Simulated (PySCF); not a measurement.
Bonds (- single, = double, # triple, : aromatic): C1-B2, B2-C3, B2-C4, C4:C5, C5:C6, C6:C7, C7:C8, C8:C9, C9:C4. C1 carries H10, H11, H12; C3 carries H13, H14, H15; C5 carries H16; C6 carries H17; C7 carries H18; C8 carries H19; C9 carries H20.

Level of theory: GIAO PBE/pcSseg-1 shieldings, structure optimised with PBE0-D3(BJ)/def2-SVP, in PySCF (one conformer, gas phase, relativity neglected, averaged over atoms made equivalent by symmetry, fast rotation or ring inversion).

Scale: 13C (σ = 180.03 ppm), 1H (σ = 31.20 ppm) vs TMS; 11B (σ = 94.77 ppm) against BF3·OEt2 (reference shieldings calculated alike).

| atoms | nucleus | count | δ (ppm) |
| --- | --- | --- | --- |
| C4 | 13C | 1 | 142.1 |
| C1/C3 | 13C | 2 | 11.7 |
| H17/H19 | 1H | 2 | ? |
| B2 | 11B | 1 | 75.9 |
| H16/H20 | 1H | 2 | 8.14 |
| C6/C8 | 13C | 2 | ? |
| C5/C9 | 13C | 2 | ? |
| H10/H11/H12/H13/H14/H15 | 1H | 6 | 1.20 |
| C7 | 13C | 1 | 136.8 |
| H18 | 1H | 1 | 7.52 |

Q: Estimate the values marked ?.

A: 
- C5/C9: 139.1 ppm, aromatic CH; the aromatic region
- C6/C8: 131.4 ppm, aromatic CH; the aromatic region
- H17/H19: 7.49 ppm, hydrogen on an aromatic CH; it sits in the deshielding region of the aromatic ring current

A carbon bonded to boron is broadened by the quadrupolar boron nucleus and is often missing from a measured spectrum. Shifts are as computed. Against solution values, carbons near 30 ppm lie about +2 ppm off and those near 130 ppm about +2 ppm. Of 1211 compounds with measured shifts, 218 miss one by over three times the rms of a fit or turn the order of signals round; such compounds aren't used in these exercises.
